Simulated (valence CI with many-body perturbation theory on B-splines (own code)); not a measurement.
**E1 line list for Pt⁶⁴⁺**

Level of theory: configuration interaction combined with many-body perturbation theory (CI+MBPT): four valence electrons over a frozen Dirac-Fock core [Ne], a basis of 11 s, 11 p, 10 d, 8 f, 5 g, 2 h functions for each j, with the one-electron correlation potential Σ1 (screened to all orders), the two-electron term Σ2, the three-electron term Σ3, Breit, model QED; selected single and double excitations, second order for the rest, scaled by the run's own slope (own B-spline code, finite nucleus).

The last digits are not significant, and no measured levels were compared; by estimate large intervals hold to a few tenths of a per cent, small ones and those within an open d or f shell to about a per cent. Among the levels kept, up to 600 cm⁻¹ of a level comes from second order outside the variational space, and about a tenth of that is noise between levels of different J, which matters for small intervals.

Lines 101 to 150 of 575 in falling wavelength, among levels below 2104.2 eV, chosen from the strongest by gf and those to the six lowest levels. Wavelengths and rates use the calculated energies. Electric multipoles are in the length gauge, E1 and E2 with the static RPA response of the core. Weak lines are less certain than strong ones. Lines between different terms over intervals too small for the method are left out, as are lines whose strength nearly cancels. The highest levels of a list are the least certain.

Levels are named by their leading jj configuration (3d3/2^4 stands for four electrons in 3d with j = 3/2), which in mixed levels can hold well under half, so a name can repeat and another be missing. Letters in brackets count levels of one name in rising energy.

```csv
λ vac (Å),Upper,Lower,A (s⁻¹),S (a.u.) with core polarisation,S without
38.34,(3s 3p1/2^2 3d5/2) J=2,(3s^2 3p1/2 3d3/2) J=2,4.79e+08,6.66e-05,6.77e-05
37.84,(3s 3p1/2 3d5/2^2) J=3 [b],(3s 3p1/2 3p3/2 3d5/2) J=2 [d],2.52e+11,4.72e-02,4.78e-02
37.62,(3s 3p1/2 3d5/2^2) J=3 [a],(3s 3p1/2 3p3/2 3d5/2) J=2 [c],7.91e+10,1.46e-02,1.47e-02
37.45,(3s 3p1/2 3d3/2 3d5/2) J=3 [b],(3s 3p1/2 3p3/2 3d3/2) J=3 [c],6.82e+10,1.24e-02,1.25e-02
37.38,(3s 3p1/2 3d5/2^2) J=2 [b],(3s 3p1/2 3p3/2 3d5/2) J=2 [d],6.13e+10,7.90e-03,8.00e-03
37.24,(3s 3p1/2 3d5/2^2) J=4 [b],(3s 3p1/2 3p3/2 3d5/2) J=3 [d],3.26e+11,7.48e-02,7.57e-02
37.17,(3s 3p1/2 3d5/2^2) J=5,(3s 3p1/2 3p3/2 3d5/2) J=4 [c],1.37e+11,3.82e-02,3.86e-02
37.03,(3s 3p1/2 3p3/2 3d5/2) J=2 [b],(3s 3p1/2 3p3/2^2) J=2 [b],8.73e+10,1.09e-02,1.11e-02
37.02,(3s 3p1/2 3d3/2 3d5/2) J=4 [b],(3s 3p1/2 3p3/2 3d3/2) J=3 [c],1.66e+11,3.73e-02,3.78e-02
36.87,(3s 3p1/2 3d5/2^2) J=3 [b],(3s 3p1/2 3p3/2 3d5/2) J=2 [c],1.85e+11,3.21e-02,3.25e-02
36.85,(3p1/2^2 3d5/2^2) J=2,(3p1/2^2 3p3/2 3d5/2) J=1,9.35e+10,1.15e-02,1.17e-02
36.80,(3s 3p1/2 3d5/2^2) J=4 [a],(3s 3p1/2 3p3/2 3d5/2) J=3 [b],9.11e+10,2.02e-02,2.04e-02
36.78,(3s 3p1/2 3d3/2 3d5/2) J=2 [b],(3s 3p1/2 3p3/2 3d3/2) J=1 [c],7.98e+10,9.80e-03,9.92e-03
36.77,(3s 3p1/2 3d5/2^2) J=3 [b],(3s 3p1/2 3p3/2 3d5/2) J=3 [d],1.10e+11,1.88e-02,1.91e-02
36.66,(3p1/2^2 3d5/2^2) J=4,(3p1/2^2 3p3/2 3d5/2) J=3,2.06e+11,4.51e-02,4.56e-02
36.52,(3s^2 3d5/2^2) J=2,(3s^2 3p3/2 3d5/2) J=1,2.05e+11,2.46e-02,2.49e-02
36.45,(3s^2 3d5/2^2) J=4,(3s^2 3p3/2 3d5/2) J=3,5.31e+11,1.14e-01,1.16e-01
36.44,(3s 3p1/2 3d5/2^2) J=2 [b],(3s 3p1/2 3p3/2 3d5/2) J=2 [c],7.92e+10,9.45e-03,9.57e-03
36.37,(3s 3p1/2 3d5/2^2) J=1 [a],(3s 3p1/2 3p3/2 3d5/2) J=0,1.24e+11,8.85e-03,8.96e-03
36.34,(3s 3p1/2 3d5/2^2) J=2 [b],(3s 3p1/2 3p3/2 3d5/2) J=3 [d],8.73e+10,1.03e-02,1.05e-02
36.34,(3s 3p3/2^2 3d5/2) J=1 [a],(3s 3p3/2^3) J=2,2.15e+11,1.53e-02,1.54e-02
36.30,(3s 3p3/2^2 3d5/2) J=3 [a],(3s 3p3/2^3) J=2,8.17e+10,1.35e-02,1.37e-02
36.19,(3s 3p1/2 3d5/2^2) J=2 [b],(3s 3p1/2 3p3/2 3d5/2) J=1 [c],6.76e+10,7.91e-03,8.00e-03
36.15,(3s 3p1/2 3d3/2 3d5/2) J=2 [d],(3s 3p1/2 3p3/2 3d3/2) J=1 [d],1.61e+11,1.88e-02,1.90e-02
36.06,(3s 3p1/2 3d3/2 3d5/2) J=3 [d],(3s 3p1/2 3p3/2 3d3/2) J=2 [d],2.54e+11,4.12e-02,4.17e-02
36.03,(3s 3p1/2 3d3/2 3d5/2) J=1 [b],(3s 3p1/2 3p3/2 3d3/2) J=1 [c],2.41e+11,1.67e-02,1.69e-02
36.00,(3s 3p1/2 3d3/2 3d5/2) J=4 [b],(3s 3p1/2 3p3/2 3d3/2) J=3 [b],6.19e+10,1.28e-02,1.30e-02
35.96,(3s 3p1/2 3d5/2^2) J=1 [a],(3s 3p1/2 3p3/2 3d5/2) J=1 [c],2.27e+11,1.56e-02,1.58e-02
35.86,(3s 3p1/2^2 3d5/2) J=2,(3s 3p1/2^2 3p3/2) J=1,2.30e+11,2.61e-02,2.65e-02
35.79,(3s^2 3p3/2 3d5/2) J=2,(3s^2 3p3/2^2) J=2,2.30e+11,2.61e-02,2.64e-02
35.70,(3s 3p1/2 3d3/2 3d5/2) J=0,(3s 3p1/2 3p3/2 3d3/2) J=1 [c],3.39e+11,7.61e-03,7.71e-03
35.63,(3s 3p1/2 3d3/2 3d5/2) J=3 [b],(3s 3p1/2 3p3/2 3d3/2) J=2 [b],1.68e+11,2.62e-02,2.65e-02
35.61,(3s 3p1/2 3d5/2^2) J=4 [a],(3s 3p1/2 3p3/2 3d5/2) J=3 [a],3.46e+11,6.93e-02,7.02e-02
35.60,(3s 3p1/2 3d3/2 3d5/2) J=1 [c],(3s 3p1/2 3p3/2 3d3/2) J=0 [b],1.32e+11,8.81e-03,8.92e-03
35.56,(3s^2 3d3/2 3d5/2) J=3,(3s^2 3p3/2 3d3/2) J=2,2.97e+11,4.62e-02,4.67e-02
35.53,(3s 3p1/2 3d5/2^2) J=5,(3s 3p1/2 3p3/2 3d5/2) J=4 [b],2.32e+11,5.65e-02,5.71e-02
35.43,(3s 3p1/2 3d5/2^2) J=2 [a],(3s 3p1/2 3p3/2 3d5/2) J=1 [a],9.21e+10,1.01e-02,1.02e-02
35.41,(3s 3p1/2 3d5/2^2) J=4 [b],(3s 3p1/2 3p3/2 3d5/2) J=4 [c],1.64e+11,3.24e-02,3.28e-02
35.38,(3s^2 3p1/2 3d5/2) J=2,(3s^2 3p1/2 3p3/2) J=2,5.48e+10,5.99e-03,6.07e-03
35.35,(3s^2 3d5/2^2) J=2,(3s^2 3p3/2 3d5/2) J=3,1.11e+11,1.21e-02,1.23e-02
35.23,(3s^2 3p1/2 3d5/2) J=3,(3s^2 3p1/2 3p3/2) J=2,2.91e+11,4.40e-02,4.45e-02
35.23,(3s 3p1/2 3p3/2 3d5/2) J=0,(3s 3p1/2 3p3/2^2) J=1 [b],4.55e+11,9.82e-03,9.94e-03
35.19,(3s 3p1/2 3p3/2 3d5/2) J=2 [a],(3s 3p1/2 3p3/2^2) J=2 [a],2.30e+11,2.47e-02,2.50e-02
35.14,(3s 3p1/2 3d3/2 3d5/2) J=1 [c],(3s 3p1/2 3p3/2 3d3/2) J=1 [d],1.33e+11,8.54e-03,8.64e-03
35.13,(3p1/2^2 3d3/2 3d5/2) J=2,(3p1/2^2 3p3/2 3d3/2) J=1,1.44e+11,1.54e-02,1.55e-02
35.13,(3s 3p3/2^2 3d5/2) J=1 [b],(3s 3p3/2^3) J=1,4.67e+11,3.00e-02,3.03e-02
35.06,(3s 3p1/2 3p3/2 3d5/2) J=3 [b],(3s 3p1/2 3p3/2^2) J=3,2.44e+11,3.63e-02,3.68e-02
34.98,(3s^2 3d3/2 3d5/2) J=3,(3s^2 3p3/2 3d3/2) J=3,5.58e+10,8.24e-03,8.34e-03
34.90,(3s 3p1/2 3d5/2^2) J=1 [b],(3s 3p1/2 3p3/2 3d5/2) J=2 [d],2.75e+11,1.73e-02,1.75e-02
34.88,(3s 3p1/2 3d3/2 3d5/2) J=2 [a],(3p1/2^2 3p3/2^2) J=2,1.21e+11,1.27e-02,1.28e-02
```
